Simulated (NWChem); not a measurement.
Species: C₂H₈N₂Si; SMILES C/N=C/[SiH2]N

```xyz
13

C     -0.1973     2.6532     0.0033
N     -0.3159     1.2229    -0.0366
C      0.7262     0.5012     0.0498
Si     0.5122    -1.3809    -0.0169
N     -1.1901    -1.6012     0.0675
H     -0.6351     3.0814    -0.9133
H     -0.7958     3.0450     0.8421
H      0.8458     3.0138     0.1065
H      1.7324     0.9699     0.1537
H      1.1778    -1.8889    -1.2659
H      1.2607    -2.0012     1.1233
H     -1.7144    -0.7414    -0.0808
H     -1.6733    -2.4249    -0.2645
```
Atoms are numbered in this order, from 1.

Results from NWChem. Pople sets run with spherical d functions. Geometry: optimised at PBE0/def2-SVP.

Task: Taking PBE0/def2-TZVPD as the yardstick, which of these has the fewest basis functions while keeping “dipole (D)” within 0.05 D of it: PBE0/6-31+G*; PBE0/6-311++G**; PBE0/6-311G**; PBE0/3-21G; PBE0/STO-3G; PBE0/6-31G*?

Result: none of them.
```
level            basis functions  dipole (D)  relative time (rough)
---------------  ---------------  ----------  ---------------------
PBE0/STO-3G                   37        1.07                      1
PBE0/3-21G                    65        1.47                      1
PBE0/6-31G*                   90        1.16                      3
PBE0/6-31+G*                 110        1.17                      6
PBE0/6-311G**                146        1.12                      6
PBE0/6-311++G**              174        1.14                      8
PBE0/def2-TZVPD              263        1.01                     60
```

The yardstick is one finite set, not the basis-set limit.
